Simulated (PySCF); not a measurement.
C2H8ClFSi2, singlet, geometry from GFN2-xTB; DF-PBE/def2-SVP (PySCF).

The PySCF input:
```python
from pyscf import gto, scf, dft

mol = gto.M(
    atom='''
Si    2.52748994    0.62928255    0.27254393
F     3.16285299   -0.74552258    0.83057372
C     0.81350703    0.20102382   -0.42032929
C    -0.09667115   -0.44837879    0.63049832
Si   -1.81311257   -0.90284092   -0.05440731
Cl   -2.69196722    0.77846193   -0.74840885
H     3.45597369    1.07865278   -0.75314799
H     2.45452191    1.49090425    1.44385991
H     0.92011115   -0.47870561   -1.26910859
H     0.33176300    1.09986801   -0.80832768
H    -0.20550280    0.23125592    1.47904962
H     0.38943967   -1.34467404    1.01826962
H    -2.66096901   -1.45585193    0.99878362
H    -1.68987053   -1.83165211   -1.17651855
''',
    basis='def2-svp',
    verbose=4,
    max_memory=1800,
)

mf = dft.RKS(mol)
mf.xc = 'pbe'
mf = mf.density_fit(auxbasis='def2-universal-jkfit')
mf.kernel()
```

### Question
What does PySCF print? Leave out banner, timings and long lists.

### Answer

```
PySCF version 2.14.0

[INPUT] verbose = 4
[INPUT] num. atoms = 14
[INPUT] num. electrons = 74
[INPUT] charge = 0
[INPUT] spin (= nelec alpha-beta = 2S) = 0
[INPUT] symmetry False subgroup None
[INPUT] Mole.unit = angstrom
[INPUT] Symbol           X                Y                Z      unit          X                Y                Z       unit  Magmom
[INPUT]  1 Si     2.527489940000   0.629282550000   0.272543930000 AA    4.776263769193   1.189171674468   0.515033384613 Bohr   0.0
[INPUT]  2 F      3.162852990000  -0.745522580000   0.830573720000 AA    5.976925923362  -1.408833495879   1.569556857061 Bohr   0.0
[INPUT]  3 C      0.813507030000   0.201023820000  -0.420329290000 AA    1.537305487108   0.379879964314  -0.794307240233 Bohr   0.0
[INPUT]  4 C     -0.096671150000  -0.448378790000   0.630498320000 AA   -0.182681997647  -0.847313113164   1.191469146798 Bohr   0.0
[INPUT]  5 Si    -1.813112570000  -0.902840920000  -0.054407310000 AA   -3.426286190306  -1.706122072850  -0.102814915074 Bohr   0.0
[INPUT]  6 Cl    -2.691967220000   0.778461930000  -0.748408850000 AA   -5.087080782107   1.471079846100  -1.414287755701 Bohr   0.0
[INPUT]  7 H      3.455973690000   1.078652780000  -0.753147990000 AA    6.530843767803   2.038358337701  -1.423243432367 Bohr   0.0
[INPUT]  8 H      2.454521910000   1.490904250000   1.443859910000 AA    4.638374176644   2.817400710450   2.728499792139 Bohr   0.0
[INPUT]  9 H      0.920111150000  -0.478705610000  -1.269108590000 AA    1.738758077659  -0.904622497193  -2.398267657433 Bohr   0.0
[INPUT] 10 H      0.331763000000   1.099868010000  -0.808327680000 AA    0.626941208264   2.078449312070  -1.527517934105 Bohr   0.0
[INPUT] 11 H     -0.205502800000   0.231255920000   1.479049620000 AA   -0.388344009831   0.437010353484   2.794998706442 Bohr   0.0
[INPUT] 12 H      0.389439670000  -1.344674040000   1.018269620000 AA    0.735934318341  -2.541065662412   1.924250702765 Bohr   0.0
[INPUT] 13 H     -2.660969010000  -1.455851930000   0.998783620000 AA   -5.028502654855  -2.751161425619   1.887427499502 Bohr   0.0
[INPUT] 14 H     -1.689870530000  -1.831652110000  -1.176518550000 AA   -3.193392487674  -3.461320843382  -2.223297839970 Bohr   0.0

nuclear repulsion = 425.765829301848
number of shells = 66
number of NR pGTOs = 236
number of NR cGTOs = 136
basis = def2-svp
ecp = {}

******** <class 'pyscf.df.df_jk.DFRKS'> ********
method = DFRKS
initial guess = minao
damping factor = 0
level_shift factor = 0
DIIS = <class 'pyscf.scf.diis.CDIIS'>
diis_start_cycle = 1
diis_space = 8
diis_damp = 0
SCF conv_tol = 1e-09
SCF conv_tol_grad = None
SCF max_cycles = 50
direct_scf = False
XC library pyscf.dft.libxc version 7.1.2
    S. Lehtola, C. Steigemann, M. J. T. Oliveira, and M. A. L. Marques,  SoftwareX 7, 1–5 (2018)
XC functionals = pbe
    J. P. Perdew, K. Burke, and M. Ernzerhof,  Phys. Rev. Lett. 77, 3865 (1996)
    J. P. Perdew, K. Burke, and M. Ernzerhof,  Phys. Rev. Lett. 78, 1396 (1997)
    J. P. Perdew, K. Burke, and M. Ernzerhof,  Phys. Rev. Lett. 77, 3865 (1996)
    J. P. Perdew, K. Burke, and M. Ernzerhof,  Phys. Rev. Lett. 78, 1396 (1997)
radial grids:
    Treutler-Ahlrichs [JCP 102, 346 (1995); DOI:10.1063/1.469408] (M4) radial grids

becke partition: Becke, JCP 88, 2547 (1988); DOI:10.1063/1.454033
pruning grids: <function nwchem_prune>
grids dens level: 3
symmetrized grids: False
atomic radii adjust function: <function treutler_atomic_radii_adjust>
small_rho_cutoff = 0
Set gradient conv threshold to 3.16228e-05
Initial guess from minao.
tot grids = 178208
init E= -1219.13788204442
  HOMO = -0.317951877303943  LUMO = -0.0474018193673738  gap/eV = 7.36204
cycle= 1 E= -1218.86800796281  delta_E= 0.27  |g|= 0.728  |ddm|= 3.62
  HOMO = -0.173174851903565  LUMO = 0.00543109018285204  gap/eV = 4.86012
cycle= 2 E= -1218.59017959255  delta_E= 0.278  |g|= 1.41  |ddm|= 2.18
  HOMO = -0.242572208409638  LUMO = -0.0062677222122125  gap/eV = 6.43017
cycle= 3 E= -1218.97806189538  delta_E= -0.388  |g|= 0.143  |ddm|= 1.53
  HOMO = -0.251902403768822  LUMO = -0.00888962358957013  gap/eV = 6.61271
cycle= 4 E= -1218.98178330033  delta_E= -0.00372  |g|= 0.0647  |ddm|= 0.213
  HOMO = -0.248831833354734  LUMO = -0.00878608539885084  gap/eV = 6.53198
cycle= 5 E= -1218.98272968257  delta_E= -0.000946  |g|= 0.0154  |ddm|= 0.0782
  HOMO = -0.249997045511307  LUMO = -0.00921884772911286  gap/eV = 6.55191
cycle= 6 E= -1218.98279355326  delta_E= -6.39e-05  |g|= 0.0049  |ddm|= 0.0244
  HOMO = -0.249724406071351  LUMO = -0.0090323965601633  gap/eV = 6.54956
cycle= 7 E= -1218.98280043317  delta_E= -6.88e-06  |g|= 0.00102  |ddm|= 0.00773
  HOMO = -0.249721857306469  LUMO = -0.00897651563521196  gap/eV = 6.55101
cycle= 8 E= -1218.98280070349  delta_E= -2.7e-07  |g|= 0.000256  |ddm|= 0.00134
  HOMO = -0.249714139059053  LUMO = -0.00898988528806877  gap/eV = 6.55044
cycle= 9 E= -1218.98280071894  delta_E= -1.55e-08  |g|= 7.82e-05  |ddm|= 0.000359
  HOMO = -0.249717161351459  LUMO = -0.00899323854364642  gap/eV = 6.55043
cycle= 10 E= -1218.98280072044  delta_E= -1.49e-09  |g|= 2.12e-05  |ddm|= 9.23e-05
  HOMO = -0.249718729733163  LUMO = -0.00899304522783639  gap/eV = 6.55048
cycle= 11 E= -1218.98280072056  delta_E= -1.2e-10  |g|= 7.25e-06  |ddm|= 3.39e-05
  HOMO = -0.249717902662835  LUMO = -0.00899285365622315  gap/eV = 6.55046
Extra cycle  E= -1218.98280072055  delta_E= 6.37e-12  |g|= 9.9e-06  |ddm|= 2.05e-05
converged SCF energy = -1218.98280072055
```
